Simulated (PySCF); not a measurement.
**Peak assignment**

Geometry:
```
atom   x (Å)   y (Å)   z (Å)
  C1   2.279  -0.846   0.303
  C2   1.067  -0.968  -0.215
  N3   0.119   0.046  -0.257
 Si4   0.313   1.819  -0.360
  C5  -0.270   2.535   1.258
  N6  -0.595   2.975   2.264
  C7  -1.212  -0.153  -0.280
  C8  -1.799  -1.529  -0.223
  O9  -1.890   0.870  -0.332
 H10   2.969  -1.669   0.280
 H11   2.614   0.064   0.765
 H12   0.745  -1.906  -0.651
 H13  -0.281   2.387  -1.556
 H14   1.771   1.985  -0.373
 H15  -1.417  -2.064   0.644
 H16  -2.881  -1.447  -0.155
 H17  -1.539  -2.087  -1.122
```

- coordinates at the GFN2-xTB level
- PBE0/pcSseg-1 with gauge-including orbitals
- run in PySCF 2.14
- no solvent, a single conformation, no relativistic terms, rapidly exchanging positions averaged

Scale: $^{13}$C, $^{1}$H vs TMS (reference shieldings calculated alike).

Q: Assign these signals to the numbered atoms. $^{13}$C{$^{1}$H} NMR (computed): δ 182.8 (C), 138.2 (CH), 123.6 (C), 110.1 (CH2), 21.1 (CH3).

A: 
182.8 → C7, amide carbonyl carbon: it is a carbonyl in resonance with an O or N lone pair, the region of acids, esters and amides
138.2 → C2, alkene carbon bearing nitrogen: an sp2 carbon further deshielded by the attached heteroatom
123.6 → C5, nitrile carbon: typical of a nitrile
110.1 → C1, β carbon of an enol-ether or enamine type C=C: the O or N lone pair pushes π density onto this β carbon and shields it
21.1 → C8, methyl carbon α to a carbonyl: α to the electron-withdrawing carbonyl group

Q: Assign these signals to the numbered atoms. $^{1}$H NMR (400 MHz, computed): δ 6.50 (m, 1H), 5.22 (m, 1H), 5.00 (m, 1H), 4.93 (s, 2H), 2.28 (s, 3H).

A: 
| δ (ppm) | atoms | environment | reason |
| --- | --- | --- | --- |
| 6.50 | H12 | hydrogen on an alkene carbon bearing nitrogen | attached to an sp2 carbon and in the plane of the double bond |
| 5.22 | H11 | hydrogen on a β carbon of an enol-ether or enamine type C=C | olefinic region |
| 5.00 | H10 | hydrogen on a β carbon of an enol-ether or enamine type C=C | – |
| 4.93 | H13/H14 | hydrogen on a silicon bonded to C, N | – |
| 2.28 | H15/H16/H17 | hydrogen on a methyl carbon α to a carbonyl | α to C=O |

H10 and H13/H14 lie closer than the usual error of such a calculation, so a measured spectrum could show them in the other order.

Shifts are as computed. Against solution values, carbons near 30 ppm lie about +3 ppm off and those near 130 ppm about +5 ppm. Of 1309 compounds with measured shifts, 239 miss one by over three times the rms of a fit or turn the order of signals round; such compounds aren't used in these exercises. No couplings were computed; multiplicities are counted from neighbouring protons, with m where these are inequivalent, close in shift, in a saturated or five-membered ring or joined by F or P, and br s for small geminal =CH2 splittings.
